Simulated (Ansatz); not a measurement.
Two isomers of CH6BFOSi: A = `CB(F)[SiH2]O`, B = `FBOC[SiH3]`.

Calculated with Ansatz (gas phase, PBE0-D4/def2-TZVP geometries, no zero-point term in ΔE). CCSD(T)/CBS adds triple-zeta CCSD(T) − MP2 to the extrapolated MP2 energy (def2 sets, frozen cores). DFT in def2-TZVPP. B3LYP here is the variant with VWN-RPA as its local correlation; programs differ in this. Each species was taken in one conformer, which may not be the lowest.

A:

```xyz
11

C    -0.080   -1.032    1.354
B    -0.379   -0.856   -0.165
F    -0.848   -1.900   -0.849
Si   -0.071    0.864   -1.227
O     0.419    2.130   -0.275
H     1.009   -1.108    1.481
H    -0.527   -1.931    1.784
H    -0.382   -0.154    1.933
H    -1.337    1.320   -1.860
H     0.919    0.603   -2.317
H     1.278    2.064    0.141
```

B:

Z-matrix (Å, degrees):
```
C
Si 1 1.893
O 1 1.429 2 110.3
H 1 1.094 2 110.4 3 123.2
H 1 1.093 2 110.1 3 -118.2
H 2 1.486 1 109.3 3 -60.7
H 2 1.487 1 108.6 3 179.6
H 2 1.485 1 110.1 3 59.5
B 3 1.340 1 122.7 2 106.3
F 9 1.333 3 121.0 1 0.6
H 9 1.192 3 119.5 1 -179.6
```

**Question.** Which is lower in electronic energy at CCSD(T)/CBS, and by how much? (Best estimate.)

**Answer.** The calculation gave: A, by 27.3 kJ/mol.

**Question.** Give E(B) − E(A) in kJ/mol with B3LYP, CCSD(T)/def2-TZVPP, MP2/def2-TZVPP, HF/def2-TZVPP, CCSD/def2-TZVPP, B2PLYP, PBE-D4. (Best estimate.)

**Answer.** Ansatz gave: B3LYP 21.6, CCSD(T)/def2-TZVPP 22.7, MP2/def2-TZVPP 25.5, HF/def2-TZVPP 16.0, CCSD/def2-TZVPP 23.4, B2PLYP 22.2, PBE-D4 27.7. None reverses the order clearly.

Largest T1 diagnostic: 0.013.

In def2-TZVPP, CCSD(T) changes the Hartree–Fock value by +6.7 kJ/mol (the triples alone add −0.7 kJ/mol) and MP2 by +9.5 kJ/mol.
